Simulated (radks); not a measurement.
Results of a calculation; reference values are marked as such.
Task: Ar13+, 5 electrons, occupied as [He] 2s2 2p1. Code: a radial shooting solver on a logarithmic mesh with Libxc functionals. Model: non-relativistic Kohn-Sham, TPSS, spin-polarised, spherical densities, point nucleus; open shells are filled with parallel spins first; meta-GGA in the generalised Kohn-Sham scheme. Some entries of the table are withheld. Estimate them.

| orbital | occ. | eigenvalue (hartree) | <1/r> (bohr^-1) |
|---|---|---|---|
| 1s up | 1 | -136.8487 | 17.62 |
| 1s down | 1 | -136.6791 | 17.64 |
| 2s up | 1 | -28.03945 | (1) |
| 2s down | 1 | -27.72583 | (2) |
| 2p up | 1 | -26.44741 | 3.937 |
| 2p down | 0 | -26.03876 | 3.911 |

Result: 
(1) 2s up <1/r> (bohr^-1): 4.005
(2) 2s down <1/r> (bohr^-1): 3.972
